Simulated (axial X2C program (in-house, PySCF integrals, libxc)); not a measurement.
Photoelectron levels of CaO by EOM-IP-CCSD

Calculated with an in-house all-electron X2C program for linear molecules (integrals from PySCF): two-component X2C with atomic mean-field Coulomb and Gaunt terms, Gaussian nuclei, basis Ca dyall-cv3z, O dyall-av3z with contracted cores.

R = 1.877 Å (1.045 times 1.796 Å, the PBE0 minimum at charge 0 for the lowest determinant).

Vertical ionisation energies of CaO to the states of CaO⁺:

```tsv
Ω of CaO⁺	vertical IE (eV)	above lowest (cm⁻¹)	ionised spinor	one-hole weight
1/2	6.485	0	80% O pσ, 10% Ca dσ	0.92
3/2	6.539	441	81% O pπ, 12% Ca dπ	0.92
1/2	6.557	582	80% O pπ, 12% Ca dπ	0.92
1/2	22.369	128113	74% O sσ, 10% Ca pσ, 9% Ca dσ	0.82
```

Q: What is the splitting of the first π pair in the table, and is it regular or inverted?

A: E(3/2) − E(1/2) = 441 − 582 = -141 cm⁻¹ at EOM-IP-CCSD: inverted, Ω = 3/2 lower. Splittings at this level can be off by ten to twenty per cent.

This point took 11 s on 1 thread of Arm Neoverse V2 (shared host).

Reference electrons by ω block (each with its −ω partner): 1/2: 11, 3/2: 3. 16 electrons of CaO correlated (inner shells frozen), 88 natural virtual spinors (a truncated set); levels can be off by some tenths of an eV. Roots sought by Ω: (1/2: 4, 3/2: 3, 5/2: 1); the list ends where they run out and leaves out roots under 60 % one-particle weight. The solver can skip a root, and states that need a further excitation, which the method places far too high, are missing though they may lie low or lowest. T1 of the reference 0.024 (Lee–Taylor). Number of frozen shells: Ca 2 s, 1 p; O 1 s.
